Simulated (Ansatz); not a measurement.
Ansatz (a quantum-chemistry and plane-wave program) input (HF/STO-3G):

Ansatz 0.2 input:
```yaml
crystal:
  periodic: [false, false, false]
  atoms:
    - {symbol: C, position_ang: [-1.83513400, -0.27266300, -0.07148600]}
    - {symbol: C, position_ang: [-0.50767400, -0.24131200, -0.09446400]}
    - {symbol: C, position_ang: [0.77801500, -0.41262500, -0.20752300]}
    - {symbol: F, position_ang: [1.58085900, 0.68112300, 0.26250000]}
    - {symbol: H, position_ang: [-2.44293900, 0.09261700, -0.90007400]}
    - {symbol: H, position_ang: [-2.39603700, -0.66312100, 0.77842200]}
basis:
  gaussian:
    orbitals: STO-3G
hamiltonian:
  xc: {name: HF}
total_charge: -1
relax: {f_tol: 0.003, max_steps: 120}
```

From the output:

```
330 factors; integrals over basis functions are off by at most 1.4e-5 eV
mean field: 0.05 GiB planned
mean field -5744.27896964 eV, -211.0983585220 hartree, gradient 2.2e-5 eV, S^2 0.000000; 0 other end points of the search recorded, 0 dependent functions left out
the calculation of the forces begins
reference -5744.27896964 eV, -211.0983585220 hartree; 15, 15 occupied and 7, 7 virtual orbitals, 330 factors
relax step   5: F+E_penalty+E_count = -5744.27896964 eV  Δ(F+E_penalty+E_count) = +9.300e-2 eV  max|allowed force component| = 3.655e0 eV/Å  Δτ_max = 0.0627 Å  (26 SCF iters, rejected (line search))
these checks for a lower state are left out or cut short: starts, cluster_reference, orbital_swaps, neighbouring_geometries, increment
integrals: 0.00 GiB planned
330 factors; integrals over basis functions are off by at most 1.5e-5 eV
mean field: 0.05 GiB planned
mean field -5744.37654575 eV, -211.1019443781 hartree, gradient 2.1e-5 eV, S^2 0.000000; 0 other end points of the search recorded, 0 dependent functions left out
the calculation of the forces begins
reference -5744.37654575 eV, -211.1019443781 hartree; 15, 15 occupied and 7, 7 virtual orbitals, 330 factors
relax step   6: F+E_penalty+E_count = -5744.37654575 eV  Δ(F+E_penalty+E_count) = -4.572e-3 eV  max|allowed force component| = 4.485e-2 eV/Å  Δτ_max = 0.0239 Å  (27 SCF iters, accepted)
these checks for a lower state are left out or cut short: starts, cluster_reference, orbital_swaps, neighbouring_geometries, increment
integrals: 0.00 GiB planned
330 factors; integrals over basis functions are off by at most 1.5e-5 eV
mean field: 0.05 GiB planned
mean field -5744.37649335 eV, -211.1019424525 hartree, gradient 2.2e-5 eV, S^2 0.000000; 0 other end points of the search recorded, 0 dependent functions left out
the calculation of the forces begins
reference -5744.37649335 eV, -211.1019424525 hartree; 15, 15 occupied and 7, 7 virtual orbitals, 330 factors
relax step   7: F+E_penalty+E_count = -5744.37649335 eV  Δ(F+E_penalty+E_count) = +5.240e-5 eV  max|allowed force component| = 3.690e-2 eV/Å  Δτ_max = 0.0034 Å  (29 SCF iters, rejected (line search))
these checks for a lower state are left out or cut short: starts, cluster_reference, orbital_swaps, neighbouring_geometries, increment
integrals: 0.00 GiB planned
330 factors; integrals over basis functions are off by at most 1.5e-5 eV
mean field: 0.05 GiB planned
mean field evaluation 64: about -5744.3766 eV, gradient 2.2e-5 eV
mean field -5744.37662879 eV, -211.1019474298 hartree, gradient 2.2e-5 eV, S^2 0.000000; 0 other end points of the search recorded, 0 dependent functions left out
the calculation of the forces begins
reference -5744.37662879 eV, -211.1019474298 hartree; 15, 15 occupied and 7, 7 virtual orbitals, 330 factors
relax step   8: F+E_penalty+E_count = -5744.37662879 eV  Δ(F+E_penalty+E_count) = -8.304e-5 eV  max|allowed force component| = 2.721e-2 eV/Å  Δτ_max = 0.0017 Å  (28 SCF iters, accepted)
these checks for a lower state are left out or cut short: starts, cluster_reference, orbital_swaps, neighbouring_geometries, increment
integrals: 0.00 GiB planned
330 factors; integrals over basis functions are off by at most 1.5e-5 eV
mean field: 0.05 GiB planned
mean field -5744.37665312 eV, -211.1019483239 hartree, gradient 2.2e-5 eV, S^2 0.000000; 0 other end points of the search recorded, 0 dependent functions left out
the calculation of the forces begins
reference -5744.37665312 eV, -211.1019483239 hartree; 15, 15 occupied and 7, 7 virtual orbitals, 330 factors
relax step   9: F+E_penalty+E_count = -5744.37665312 eV  Δ(F+E_penalty+E_count) = -2.433e-5 eV  max|allowed force component| = 1.052e-2 eV/Å  Δτ_max = 0.0021 Å  (28 SCF iters, accepted)
these checks for a lower state are left out or cut short: starts, cluster_reference, orbital_swaps, neighbouring_geometries, increment
integrals: 0.00 GiB planned
330 factors; integrals over basis functions are off by at most 1.5e-5 eV
mean field: 0.05 GiB planned
mean field -5744.37665686 eV, -211.1019484614 hartree, gradient 2.2e-5 eV, S^2 0.000000; 0 other end points of the search recorded, 0 dependent functions left out
the calculation of the forces begins
reference -5744.37665686 eV, -211.1019484614 hartree; 15, 15 occupied and 7, 7 virtual orbitals, 330 factors
relax step  10: F+E_penalty+E_count = -5744.37665686 eV  Δ(F+E_penalty+E_count) = -3.741e-6 eV  max|allowed force component| = 3.949e-3 eV/Å  Δτ_max = 0.0005 Å  (29 SCF iters, accepted)
these checks for a lower state are left out or cut short: starts, cluster_reference, orbital_swaps, neighbouring_geometries, increment
integrals: 0.00 GiB planned
330 factors; integrals over basis functions are off by at most 1.5e-5 eV
mean field: 0.05 GiB planned
mean field -5744.37665711 eV, -211.1019484706 hartree, gradient 2.2e-5 eV, S^2 0.000000; 0 other end points of the search recorded, 0 dependent functions left out
the calculation of the forces begins
reference -5744.37665711 eV, -211.1019484706 hartree; 15, 15 occupied and 7, 7 virtual orbitals, 330 factors
relax step  11: F+E_penalty+E_count = -5744.37665711 eV  Δ(F+E_penalty+E_count) = -2.494e-7 eV  max|allowed force component| = 1.430e-3 eV/Å  Δτ_max = 0.0001 Å  (28 SCF iters, accepted)
integrals: 0.00 GiB planned
330 factors; integrals over basis functions are off by at most 1.5e-5 eV
mean field: 0.05 GiB planned
mean field evaluation 96: about -5744.3634 eV, gradient 1.3e0 eV
mean field -5744.37665711 eV, -211.1019484706 hartree, gradient 2.2e-5 eV, S^2 0.000000; 1 other end points of the search recorded, 0 dependent functions left out
the calculation of the forces begins
reference -5744.37665711 eV, -211.1019484706 hartree; 15, 15 occupied and 7, 7 virtual orbitals, 330 factors
Total energy: -5744.37665711 eV, -211.1019484706 hartree
Atom 0 at    -1.817439    -0.273327    -0.072278 Å, force     0.000596    -0.000031    -0.000032 eV/Å
Atom 1 at    -0.511987    -0.219945    -0.084700 Å, force    -0.001430    -0.000023    -0.000005 eV/Å
Atom 2 at     0.765793    -0.391493    -0.197670 Å, force     0.001311    -0.000786    -0.000357 eV/Å
Atom 3 at     1.575930     0.653398     0.250161 Å, force     0.000467     0.000690     0.000309 eV/Å
Atom 4 at    -2.440562     0.077967    -0.886411 Å, force    -0.000518     0.000143    -0.000113 eV/Å
Atom 5 at    -2.394645    -0.662582     0.758273 Å, force    -0.000425     0.000007     0.000200 eV/Å
Dipole moment:     0.090140     0.296399     0.130938 e Å
```

The dipole moment of an ion depends on the origin.

The geometry given is a B3LYP-D3(BJ)/def2-TZVP minimum.
